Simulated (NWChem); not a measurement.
System: CH3BrOSe; SMILES CO[Se]Br

Input file for NWChem:

```
start job
memory heap 200 mb stack 900 mb global 1100 mb
geometry units angstroms noautosym nocenter noautoz
  Se     0.785524     0.633529    -0.039508
  Br    -0.155535    -1.546571    -0.045644
  O     -0.562203     1.650631     0.609518
  C     -1.631864     1.924697    -0.297959
  H     -2.212021     1.002060    -0.518973
  H     -2.290774     2.649514     0.221208
  H     -1.272096     2.363744    -1.253593
end
basis spherical
  Se library def2-tzvp
  Br library def2-tzvp
  O library def2-tzvp
  C library def2-tzvp
  H library def2-tzvp
end
dft
  xc b3lyp
  iterations 150
  semidirect filesize 400000000
end
property
  efieldgrad
end
task dft property
```

Coordinates come from a PBE-D3(BJ)/def2-SVP optimisation.

Vzz is the largest principal value of the second derivative of the potential at the nucleus (NWChem prints the opposite sign); η is the asymmetry. Non-relativistic.

Atoms are numbered as in the input.

Problem. What results follow from this input? (B3LYP/def2-TZVP.) Quantities: Vzz Se1 (a.u.); η Se1; Vzz Br2 (a.u.); η Br2; Vzz O3 (a.u.); η O3.

Solution. 
- Vzz Se1 (a.u.): -9.695
- η Se1: 0.27
- Vzz Br2 (a.u.): 7.173
- η Br2: 0.20
- Vzz O3 (a.u.): 1.751
- η O3: 0.88
